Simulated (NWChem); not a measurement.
System: C₃H₅, doublet; SMILES C=[C]C

NWChem input:

```
start job
memory heap 200 mb stack 900 mb global 1100 mb
geometry units angstroms noautosym nocenter noautoz
  C      0.087530    -1.353071    -0.000038
  C     -0.383790    -0.126600    -0.000191
  C      0.067203     1.265149    -0.000393
  H     -0.567922    -2.231693    -0.000361
  H      1.172424    -1.552582     0.000546
  H      1.172919     1.329898     0.003268
  H     -0.298461     1.804487    -0.889366
  H     -0.304423     1.806866     0.884645
end
basis spherical
  * library 6-31g*
end
dft
  odft
  mult 2
  xc m05-2x
  iterations 150
end
cosmo
  dielec 25.0
end
task dft energy
```

Excerpt of the output:

```
             Northwest Computational Chemistry Package (NWChem) 7.3.0
             --------------------------------------------------------

                             Geometry "geometry" -> ""
                             -------------------------

 Output coordinates in angstroms (scale by  1.889725989 to convert to a.u.)

  No.       Tag          Charge          X              Y              Z
 ---- ---------------- ---------- -------------- -------------- --------------
    1 C                    6.0000     0.08753000    -1.35307100    -0.00003800
    2 C                    6.0000    -0.38379000    -0.12660000    -0.00019100
    3 C                    6.0000     0.06720300     1.26514900    -0.00039300
    4 H                    1.0000    -0.56792200    -2.23169300    -0.00036100
    5 H                    1.0000     1.17242400    -1.55258200     0.00054600
    6 H                    1.0000     1.17291900     1.32989800     0.00326800
    7 H                    1.0000    -0.29846100     1.80448700    -0.88936600
    8 H                    1.0000    -0.30442300     1.80686600     0.88464500

 Effective nuclear repulsion energy (a.u.)      63.6684545507

                                 NWChem DFT Module
                                 -----------------

 Summary of "ao basis" -> "ao basis" (spherical)
 ------------------------------------------------------------------------------
       Tag                 Description            Shells   Functions and Types
 ---------------- ------------------------------  ------  ---------------------
 C                           6-31g*                  6       14   3s2p1d
 H                           6-31g*                  2        2   2s

 in cosmo_initialize ...

 solvent parameters
 solvname_short: unkn
 solvname_long:  unknown
 dielec:       25.0000

          ---------------
          -cosmo- solvent
          ---------------
 Cosmo: York-Karplus, doi: 10.1021/jp992097l
 dielectric constant -eps-     =  25.00
 screen = (eps-1)/(eps    )    =   0.96000
 surface charge correction     = lagrangian

   van der Waals surface
 --------------------------

 ---------- ATOMIC COORDINATES (A.U.) ------------ VDWR(ANG.) --
     1    0.16540772   -2.55693343   -0.00007181     2.000
     2   -0.72525794   -0.23923931   -0.00036094     2.000
     3    0.12699526    2.39078494   -0.00074266     2.000
     4   -1.07321696   -4.21728826   -0.00068219     1.300
     5    2.21556010   -2.93395455    0.00103179     1.300
     6    2.21649552    2.51314281    0.00617562     1.300
     7   -0.56400951    3.40998598   -1.68065804     1.300
     8   -0.57527605    3.41448164    1.67173665     1.300
 number of segments per atom =         32
 number of   points per atom =         32
 atom (   nspa,  nppa )
 ----------------------
    1 (     20,     0 )       0
    2 (     16,     0 )       0
    3 (     16,     0 )       0
    4 (     14,     0 )       0
    5 (     16,     0 )       0
    6 (     16,     0 )       0
    7 (     14,     0 )       0
    8 (     14,     0 )       0
 number of -cosmo- surface points =      126
 molecular surface =     93.987 angstrom**2
 molecular volume  =     70.495 angstrom**3
 G(cav/disp)       =      1.330 kcal/mol
 -lineq- algorithm             =   0
 -bem- low  level              =   2
 -bem- from -octahedral-
 gaussian surface charge width =   4.50000
 degree of switching           =   1.00000
 switching function tolerance  =   0.00010
 atomic radii =
 --------------
    1  6.000  2.000
    2  6.000  2.000
    3  6.000  2.000
    4  1.000  1.300
    5  1.000  1.300
    6  1.000  1.300
    7  1.000  1.300
    8  1.000  1.300
 ...... end of -cosmo- initialization ......

            General Information
            -------------------
          SCF calculation type: DFT
          Wavefunction type:  spin polarized.
          No. of atoms     :     8
          No. of electrons :    23
           Alpha electrons :    12
            Beta electrons :    11
          Charge           :     0
          Spin multiplicity:     2
          Use of symmetry is: off; symmetry adaption is: off
          Maximum number of iterations: 150
          AO basis - number of functions:    52
                     number of shells:    28
          Convergence on energy requested:  1.00D-06
          Convergence on density requested:  1.00D-05
          Convergence on gradient requested:  5.00D-04

[...]

                                   COSMO solvation results
                                   -----------------------

                 gas phase energy =      -117.194472899992
                 sol phase energy =      -117.197670949261
 (electrostatic) solvation energy =         0.003198049269 (    2.01 kcal/mol)

                    DFT Final Alpha Molecular Orbital Analysis
                    ------------------------------------------

 Vector   10  Occ=1.000000D+00  E=-4.590095D-01
              MO Center=  2.1D-02,  1.4D-01,  7.3D-04, r^2= 3.4D+00
   Bfn.  Coefficient  Atom+Function         Bfn.  Coefficient  Atom+Function
  ----- ------------  ---------------      ----- ------------  ---------------
    32      0.274285  3 C  py                 4      0.252184  1 C  py
    31     -0.231740  3 C  px                18     -0.211549  2 C  py
    43     -0.186275  4 H  s                  3      0.165869  1 C  px
    44     -0.159217  4 H  s                 47     -0.149501  6 H  s
    36      0.142416  3 C  py                51      0.133019  8 H  s

 Vector   11  Occ=1.000000D+00  E=-3.237566D-01
              MO Center= -1.4D-01, -5.0D-01, -4.7D-04, r^2= 2.0D+00
   Bfn.  Coefficient  Atom+Function         Bfn.  Coefficient  Atom+Function
  ----- ------------  ---------------      ----- ------------  ---------------
    19      0.384535  2 C  pz                 5      0.378527  1 C  pz
     9      0.292402  1 C  pz                23      0.267724  2 C  pz
    33     -0.143859  3 C  pz                50      0.120058  7 H  s
    52     -0.119722  8 H  s                 49      0.104235  7 H  s
    51     -0.103868  8 H  s                 37     -0.077670  3 C  pz

 Vector   12  Occ=1.000000D+00  E=-2.722398D-01
              MO Center= -3.2D-01, -1.8D-01,  8.1D-05, r^2= 2.1D+00
   Bfn.  Coefficient  Atom+Function         Bfn.  Coefficient  Atom+Function
  ----- ------------  ---------------      ----- ------------  ---------------
    17      0.538309  2 C  px                21      0.446691  2 C  px
    20     -0.265629  2 C  s                 46     -0.216638  5 H  s
    48     -0.205698  6 H  s                 31     -0.141968  3 C  px
    45     -0.141516  5 H  s                  3     -0.133909  1 C  px
    47     -0.132876  6 H  s                 44      0.125137  4 H  s

 Vector   13  Occ=0.000000D+00  E= 7.103557D-02
              MO Center= -1.3D-01, -6.0D-01, -4.6D-04, r^2= 2.4D+00
   Bfn.  Coefficient  Atom+Function         Bfn.  Coefficient  Atom+Function
  ----- ------------  ---------------      ----- ------------  ---------------
     9      0.659737  1 C  pz                23     -0.605882  2 C  pz
    19     -0.423194  2 C  pz                 5      0.387074  1 C  pz
    50     -0.288606  7 H  s                 52      0.286753  8 H  s
    49     -0.093205  7 H  s                 51      0.092844  8 H  s
    37     -0.089396  3 C  pz                39      0.034927  3 C  d -1

 Vector   14  Occ=0.000000D+00  E= 1.730350D-01
              MO Center=  9.4D-02,  8.4D-01,  2.1D-04, r^2= 5.6D+00
   Bfn.  Coefficient  Atom+Function         Bfn.  Coefficient  Atom+Function
  ----- ------------  ---------------      ----- ------------  ---------------
    34      2.075998  3 C  s                 50     -1.044948  7 H  s
    52     -1.046902  8 H  s                 48     -0.880814  6 H  s
    44     -0.814087  4 H  s                  6      0.684914  1 C  s
    36      0.457439  3 C  py                 8     -0.454228  1 C  py
    46     -0.427124  5 H  s                 22     -0.171397  2 C  py

 Vector   15  Occ=0.000000D+00  E= 2.090500D-01
              MO Center=  2.2D-01, -1.1D+00, -1.8D-03, r^2= 5.6D+00
   Bfn.  Coefficient  Atom+Function         Bfn.  Coefficient  Atom+Function
  ----- ------------  ---------------      ----- ------------  ---------------
     6      1.893367  1 C  s                 34     -1.331845  3 C  s
    46     -1.275480  5 H  s                 44     -1.247456  4 H  s
    50      0.640779  7 H  s                 52      0.635373  8 H  s
     8     -0.545429  1 C  py                22      0.391800  2 C  py
    48      0.279490  6 H  s                 20      0.205722  2 C  s

                     DFT Final Beta Molecular Orbital Analysis
                     -----------------------------------------

 Vector    9  Occ=1.000000D+00  E=-4.876707D-01
              MO Center=  2.3D-01,  4.0D-01,  2.5D-04, r^2= 2.3D+00
   Bfn.  Coefficient  Atom+Function         Bfn.  Coefficient  Atom+Function
  ----- ------------  ---------------      ----- ------------  ---------------
    18      0.327952  2 C  py                31     -0.324653  3 C  px
     4     -0.225871  1 C  py                47     -0.201730  6 H  s
    32     -0.199641  3 C  py                35     -0.181002  3 C  px
     3      0.146573  1 C  px                48     -0.142391  6 H  s
    45      0.103567  5 H  s                 36     -0.102315  3 C  py

 Vector   10  Occ=1.000000D+00  E=-4.511164D-01
              MO Center=  3.2D-02,  5.0D-02,  7.0D-04, r^2= 3.4D+00
   Bfn.  Coefficient  Atom+Function         Bfn.  Coefficient  Atom+Function
  ----- ------------  ---------------      ----- ------------  ---------------
    32      0.274313  3 C  py                 4      0.255282  1 C  py
    31     -0.225054  3 C  px                18     -0.199787  2 C  py
     3      0.187390  1 C  px                43     -0.186949  4 H  s
    44     -0.160907  4 H  s                 36      0.152578  3 C  py
    47     -0.141697  6 H  s                 51      0.127530  8 H  s

[...]
```

Level: M05-2X/6-31G* (spherical d), spin-unrestricted, COSMO on the gas-phase geometry. The geometry was optimised at PBE0/def2-SVP, spin-unrestricted. No stability test was run on the SCF state. COSMO prints the solvation energy as gas minus solution, so a positive value is a stabilisation.
